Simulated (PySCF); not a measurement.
A structure optimised at B3LYP-D3(BJ)/def2-SVP, used in a PySCF frequency run:

```xyz
12

Mg     0.2371    -0.1849     0.0000
Br    -2.1214     0.0457     0.0000
C      2.3431    -0.3904     0.0000
C      2.9849     0.1936     1.2673
C      2.9849     0.1936    -1.2673
H      2.5243    -1.4825     0.0000
H      4.0834     0.0453     1.2699
H      2.8195     1.2825     1.3522
H      2.5978    -0.2673     2.1920
H      2.5978    -0.2673    -2.1920
H      4.0834     0.0453    -1.2699
H      2.8195     1.2825    -1.3522
```

Q: Write its SMILES, formula and point group.

A: C[CH](C)[Mg][Br], C₃H₇BrMg, Cs

Q: What are its rotational constants (standard atomic weights)?

A: 7.8240, 0.71392, 0.67052 GHz
